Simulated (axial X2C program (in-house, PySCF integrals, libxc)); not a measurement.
## Bond lengths and stretching modes, held linear, of SnCN

Calculated with an axial X2C code built on PySCF integrals: two-component X2C with atomic mean-field Coulomb and Gaunt terms, Gaussian nuclei, basis Sn dyall-v3z, C dyall-v3z, N dyall-av3z with contracted cores. Spin-free rows use the one-electron spin-free X2C Hamiltonian.

Masses Sn 119.902, C 12.000, N 14.003 u. States: 2c Ω = 1/2 (beyond evenly filled blocks: ω = 1/2); spin-free M_S = 1/2, Λ = 1 (beyond evenly filled blocks: π+α).

BHandHLYP, spin-free: energies above the lowest point

| r(Sn–C) (Å) | r(C–N) (Å) | E (meV) |
| --- | --- | --- |
| 2.1089 | 1.1300 | 28.95 |
| 2.1089 | 1.1590 | 25.06 |
| 2.1089 | 1.1880 | 118.33 |
| 2.1630 | 1.1300 | 2.55 |
| 2.1630 | 1.1590 | 0.00 |
| 2.1630 | 1.1880 | 94.93 |
| 2.1630 | 1.2169 | 269.19 |
| 2.2171 | 1.1300 | 11.36 |
| 2.2171 | 1.1590 | 9.69 |
| 2.2171 | 1.1880 | 105.74 |
| 2.2712 | 1.1590 | 47.23 |
| 2.2712 | 1.2169 | 320.56 |

Q: Fit a quadratic surface with cubic terms in each bond: where is the minimum, and what are the two stretching wavenumbers?

A: At BHandHLYP, spin-free: bonds 2.174 and 1.145 Å; harmonic stretches 376.0 and 2322.6 cm⁻¹; force constants 1.82, 20.1 and coupling 0.12 mdyn/Å.

The other levels and Hamiltonians give:

```
Hamiltonian      level  r(Sn–C) (Å)  r(C–N) (Å)  lower stretch (cm⁻¹)  upper stretch (cm⁻¹)
         2c       PBE0        2.169       1.158                 373.8                2239.8
         2c         HF        2.197       1.135                 368.2                2387.9
         2c  BHandHLYP        2.178       1.145                 373.1                2324.5
  spin-free       PBE0        2.165       1.158                 376.7                2237.1
  spin-free         HF        2.193       1.135                 371.5                2387.7
```

Each state is one determinant, the lowest of a limited PBE0 search; the stretches come from a fit to these few points and carry an uncertainty of a few per cent. Other orders of the atoms were not compared. Left out for rough or failed fits: MP2 2c, MP2 spin-free. The molecule was held linear; bending was not examined, so a bent shape may lie lower. Note: functional without a current term on a determinant with orbital currents, of the molecule or an atom.
